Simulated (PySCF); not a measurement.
## Optical rotation: `InChI=1S/C7H12O/c1-5-6(2)7(5)4-8-3/h6-7H,1,4H2,2-3H3/t6-,7-/m0/s1`

Geometry:
```tsv
atom	x (Å)	y (Å)	z (Å)
C1	-0.964	2.068	0.203
C2	-0.851	0.785	-0.018
C3	-1.443	-0.476	-0.475
C4	-2.511	-1.169	0.337
C5	-0.009	-0.420	0.037
C6	1.153	-0.573	-0.928
O7	2.149	0.418	-0.795
C8	2.817	0.404	0.441
H9	-0.144	2.649	0.596
H10	-1.878	2.600	-0.007
H11	-1.563	-0.599	-1.547
H12	-2.494	-2.242	0.154
H13	-3.495	-0.789	0.067
H14	-2.358	-0.993	1.399
H15	0.167	-0.849	1.018
H16	0.801	-0.467	-1.957
H17	1.602	-1.573	-0.806
H18	2.151	0.681	1.266
H19	3.249	-0.583	0.648
H20	3.616	1.140	0.365
```

The calculation used PySCF, TDDFT PBE0/def2-SVPD circular dichroism and optical rotation, one conformer, gas phase. Geometry: GFN2-xTB.

The molecule is flexible and this is one conformer; a measurement averages over conformers. States above about 7.3 eV (minus the energy of the highest occupied orbital) lie near or above the ionisation threshold and depend on the basis.

Stereocentres: C3 R, C5 R.

Q: What is the specific rotation at 633, 589.3, 546, 436, 405, 365, 355 nm?

A: [α] in deg dm⁻¹ (g/mL)⁻¹:
```
λ (nm)  origin-invariant length gauge  modified velocity gauge  length gauge (centre of mass)  isotropic polarisability (au)
   633                         +294.2                   +306.0                         +293.9                           91.2
 589.3                         +342.4                   +356.2                         +342.1                           91.5
   546                         +403.2                   +419.6                         +402.8                           92.0
   436                         +658.3                   +686.7                         +657.7                           93.8
   405                         +775.3                   +809.5                         +774.5                           94.7
   365                         +977.1                  +1022.6                         +976.2                           96.2
   355                        +1039.2                  +1088.4                        +1038.2                           96.7
```

Q: And for the mirror image at 589.3 nm?

A: -342.4 deg dm⁻¹ (g/mL)⁻¹ (origin-invariant length gauge): the same size and the opposite sign.

Q: What is the molar rotation [Φ] = [α]·M/100 of the geometry above at 589.3 nm?

A: With M = 112.17 g/mol, +384.1 deg cm² dmol⁻¹ (origin-invariant length gauge).

The first excitation lies at 6.17 eV (201 nm) with R = -61.6 × 10⁻⁴⁰ esu² cm² (velocity form).
